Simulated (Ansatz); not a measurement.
Consider the redistribution: `[BH2][GeH2][CH2][SiH3]` + `[CH3][AlH][AlH][F]` → `[F][GeH2][CH2][SiH3]` + `[BH2][AlH][AlH][CH3]`.

Calculated with Ansatz (gas phase, PBE0-D4/def2-TZVP geometries, no zero-point term in ΔE). CCSD(T)/CBS is the MP2 limit (def2-TZVPP, def2-QZVPP) plus CCSD(T) − MP2 in def2-TZVPP, frozen cores. Functionals use def2-TZVPP. B3LYP here is the variant with VWN-RPA as its local correlation; programs differ in this. For Ge outer-core shells are correlated without core-valence functions, which leaves a few kJ/mol of doubt a bond. Scalar relativity is left out up to krypton. One conformer a species, not always the lowest.

`[BH2][GeH2][CH2][SiH3]`:

Cartesian coordinates in Å:
```
B 1.795 -1.272 -0.702
Ge 0.926 -0.343 0.915
C -0.307 1.100 0.396
Si -1.796 0.457 -0.527
H 1.868 -0.722 -1.761
H 2.279 -2.359 -0.599
H 0.173 -1.333 1.828
H 2.072 0.257 1.766
H 0.245 1.800 -0.238
H -0.625 1.642 1.290
H -2.620 -0.406 0.362
H -2.657 1.554 -1.048
H -1.352 -0.373 -1.683
```

`[CH3][AlH][AlH][F]`:

Cartesian coordinates in Å:
```
C -0.157 0.925 1.505
Al 0.152 -0.665 0.404
Al 0.159 -0.636 -2.194
F -1.324 -0.819 -2.924
H -0.932 0.726 2.253
H 0.755 1.165 2.064
H -0.446 1.813 0.941
H 0.429 -2.038 1.173
H 1.365 -0.471 -3.222
```

`[F][GeH2][CH2][SiH3]`:

Cartesian coordinates in Å:
```
F -1.698 -1.018 1.182
Ge -0.159 -0.295 1.591
C 0.818 -0.123 -0.076
Si -0.252 0.407 -1.525
H -0.495 1.067 2.218
H 0.485 -1.258 2.601
H 1.608 0.619 0.078
H 1.302 -1.076 -0.305
H -1.161 -0.691 -1.934
H -1.059 1.598 -1.149
H 0.612 0.771 -2.681
```

`[BH2][AlH][AlH][CH3]`:

Cartesian coordinates in Å:
```
B 1.713 -2.099 -1.271
Al 1.212 -1.076 0.499
Al -1.043 0.198 0.747
C -1.306 2.073 0.236
H 1.400 -3.241 -1.474
H 2.271 -1.565 -2.191
H 2.248 -1.082 1.721
H -2.326 -0.564 1.325
H -0.403 2.578 -0.112
H -1.711 2.643 1.081
H -2.055 2.136 -0.562
```

```csv
level,ΔE (kcal/mol),difference from CCSD(T)/CBS
PBE-D4,30.2,-4.3
r2SCAN-D4,31.3,-3.2
PBE0-D4,31.3,-3.2
B3LYP-D4,32.5,-2.0
ωB97X-V,31.9,-2.6
ωB97M-V,32.8,-1.7
B2PLYP,33.1,-1.4
PBE,29.9,-4.6
r2SCAN,31.1,-3.4
PBE0,30.9,-3.6
B3LYP,31.9,-2.6
HF/def2-TZVPP,31.0,-3.5
MP2/def2-TZVPP,35.3,0.8
SCS-MP2/def2-TZVPP,34.0,-0.5
CCSD/def2-TZVPP,33.2,-1.3
CCSD(T)/def2-TZVPP,33.1,-1.4
HF/def2-QZVPP,31.1,-3.4
MP2/def2-QZVPP,36.1,1.6
SCS-MP2/def2-QZVPP,34.7,0.2
HF/CBS(def2),31.1,-3.4
MP2/CBS(def2),36.6,2.1
CCSD/CBS(def2),34.6,0.1
CCSD(T)/CBS,34.5,0
```

Largest T1 diagnostic among the species: 0.013.

From PBE to PBE0 (25 % exact exchange), in def2-TZVPP and without D4, ΔE moves by +1.1 kcal/mol. In def2-TZVPP, CCSD(T) changes the Hartree–Fock value by +2.1 kcal/mol (the triples alone add −0.1 kcal/mol) and MP2 by +4.2 kcal/mol.
